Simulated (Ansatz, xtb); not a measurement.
**C4H2Mg: which of two isomers lies lower**

We compare I, `C#[C][Mg][C]#C`, a singlet, with II, `C#CC#[C][MgH]`, a singlet. Both are isolated molecules in the gas phase, relaxed with PBE0-D3(BJ)/def2-SVP.

Quicker runs give these differences E(II) − E(I): GFN2-xTB −95.2 kJ/mol; HF/STO-3G +83.7 kJ/mol (at GFN2-xTB geometries); r2SCAN-D4/def2-SVP +25.2 kJ/mol (at GFN2-xTB geometries).

Question: Estimate which is lower in electronic energy at CCSD(T)/def2-SVP + ΔMP2/def2-TZVPP, and by roughly how much.

Answer: The CCSD(T)/def2-SVP + ΔMP2/def2-TZVPP calculation puts structure I lower, by 62.8 kJ/mol.

The same difference at several levels:

```csv
level,geometry,E(II) − E(I) (kJ/mol),departure from the last row (kJ/mol),"job, with rough time for the two"
GFN2-xTB,GFN2-xTB,−95.2,−158.0,"optimisation, 0.19 s"
HF/STO-3G,GFN2-xTB,+83.7,+20.9,"single point, 0.4 s"
r2SCAN-D4/def2-SVP,GFN2-xTB,+25.2,−37.6,"single point, 3.9 s"
PBE0-D3(BJ)/def2-SVP,PBE0-D3(BJ)/def2-SVP,+24.3,−38.5,"optimisation, 28 s"
HF/def2-SVP,PBE0-D3(BJ)/def2-SVP,+59.2,−3.6,part of the CCSD(T) run
MP2/def2-SVP,PBE0-D3(BJ)/def2-SVP,+41.8,−21.0,part of the CCSD(T) run
CCSD(T)/def2-SVP,PBE0-D3(BJ)/def2-SVP,+47.3,−15.5,single point
CCSD(T)/def2-SVP + ΔMP2/def2-TZVPP,PBE0-D3(BJ)/def2-SVP,+62.8,,"single point, 20 s"
```

As drawn, II has 1 C–C, 1 Mg–H in place of 1 C–Mg, 1 C–H.

GFN2-xTB puts the two in the other order. The largest departure from CCSD(T)/def2-SVP + ΔMP2/def2-TZVPP is that of GFN2-xTB, 158.0 kJ/mol. The last row adds to CCSD(T) the change of the MP2 difference between the two basis sets, here +15.5 kJ/mol, a large step that makes the value less sure.

With harmonic frequencies from PBE0-D3(BJ)/def2-SVP (ideal gas, rigid rotor, one conformer each, 298.15 K, 1 atm): the zero-point term adds −7.2 kJ/mol; ΔH is +54.2 and ΔG +56.3 kJ/mol.

The correlated steps freeze 5 core orbitals; the last core shell of Mg is correlated, in a basis made for valence electrons. Run with Ansatz 0.2.0, xtb 6.7.1; the last row on 1 thread of Intel(R) Xeon(R) 6975P-C (Granite Rapids) on a shared host.
